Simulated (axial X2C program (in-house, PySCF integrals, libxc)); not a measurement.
## NTaN²⁺: properties at the nuclei

Calculated with an in-house all-electron X2C program for linear molecules (integrals from PySCF): two-component X2C with atomic mean-field Coulomb and Gaunt terms, Gaussian nuclei, basis N dyall-av3z, Ta dyall-v3z with contracted cores.

N–Ta–N held linear, with bonds 1.860 and 1.860 Å (near the PBE0 minimum at charge 2 of the determinant lowest at the starting distance; the state shown can have its own minimum elsewhere, held linear; other orders of the atoms were not compared).

Input and command:
```json
{"zs": [7, 73, 7], "q": 2, "bas": ["dyall-av3z", "dyall-v3z", "dyall-av3z"], "r0": [1.86, 1.86], "symm": 1, "scan": ["PBE0", "HF", "PBE"], "levels": ["PBE0", "HF", "LDA"], "nst": 2}
```
```bash
python solin.py task.json out
```

Keys: zs atomic numbers; q charge; bas basis sets; r0 starting distance in Å; symm equal bonds; scan levels of the two-bond scan; levels methods; nst determinants followed.

Determinant lowest in the PBE0 search, Ω = 3/2 (⟨Sz⟩ = 1.51, ⟨Lz⟩ = -0.01 at PBE0), spin on the atoms N 0.97, Ta -0.43, N 0.97:

| level | A∥/gI N (MHz) | qzz N (a.u.) | A∥/gI Ta (MHz) | qzz Ta (a.u.) |
| --- | --- | --- | --- | --- |
| PBE0 | 28 | -0.63 | 1060 | -19.49 |
| HF | 181 | -0.12 | -974 | -20.11 |
| LDA | 11.6 | -0.65 | 610 | -20.42 |

A∥ (defined per Ω) follows by multiplying with gI = μI/(I μN); qzz is the electric field gradient, eQq0 = 234.96 MHz × Q/barn × qzz. The operators were transformed with the bare-nucleus X2C matrices; with these basis sets, hyperfine constants and field gradients can be off by tens of per cent, and where levels differ in sign neither size nor sign is settled.

(1) With Q(181Ta) = 3.17 barn (Q from Pyykkö, Mol. Phys. 2018), turn the PBE0 values of the first state into constants in MHz.

The molecule was held linear; bending was not examined, so a bent shape may lie lower.

Each state is one determinant with collinear spin, which with several unpaired electrons need not be a pure state. Unrestricted Hartree–Fock can overshoot spin polarisation at the nuclei. This is the top spin component of a Σ state; components of lower Ω are not single determinants and can lie lower. With several open shells hyperfine constants can be off by a factor of several. In the state Ω = 3/2 the atomic spins oppose each other (0.97, -0.43, 0.97): a broken-symmetry determinant whose values are not spin-projected. At HF a later determinant lies lower. The search compared states at one distance, so a state with another bond length can lie lower. Further determinants of the search, some of them spin-mixed, are not shown. Where a field gradient or hyperfine factor spreads by more than a factor of two over the levels, a constant derived from it is not to be relied on.

Answers

(1) eQq0(181Ta) = 234.96 × (3.17) × (-19.49) = -14500 MHz.
